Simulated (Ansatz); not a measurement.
`C[N](C)[Zn][OH]` + `N=C(O)Br` → `C[N](C)[Zn][Br]` + `N=C(O)O`  (formal exchange of groups at a Zn–O bond)

Computed with Ansatz on PBE0-D4/def2-TZVP structures; ΔE is electronic, products minus reactants. CCSD(T)/CBS adds triple-zeta CCSD(T) − MP2 to the extrapolated MP2 energy (def2 sets, frozen cores). DFT in def2-TZVPP. B3LYP here is the variant with VWN-RPA as its local correlation; programs differ in this. For Br, Zn outer-core shells are correlated without core-valence functions, which leaves a few kJ/mol of doubt a bond. Scalar relativity is left out up to krypton. One conformer a species, not always the lowest.

| species | B3LYP energy (Eh) |
| --- | --- |
| `C[N](C)[Zn][OH]` | -1989.94905 |
| `N=C(O)Br` | -2743.52528 |
| `C[N](C)[Zn][Br]` | -4488.31304 |
| `N=C(O)O` | -245.22175 |

Task: Work out ΔE.

Result: ΔE = (-4488.31304) + (-245.22175) − (-1989.94905) − (-2743.52528) = -0.06046 Eh = -37.9 kcal/mol. CCSD(T)/CBS gives -38.0 kcal/mol.

Largest T1 diagnostic among the species: 0.016.

At CCSD(T), def2-SVP lies −7.8 kcal/mol from the extrapolated value and def2-TZVPP +0.9 kcal/mol. In def2-TZVPP, CCSD(T) changes the Hartree–Fock value by +13.9 kcal/mol (the triples alone add +1.8 kcal/mol) and MP2 by +15.7 kcal/mol. From r2SCAN to r2SCAN0 (25 % exact exchange), in def2-TZVPP and without D4, ΔE moves by −3.9 kcal/mol.
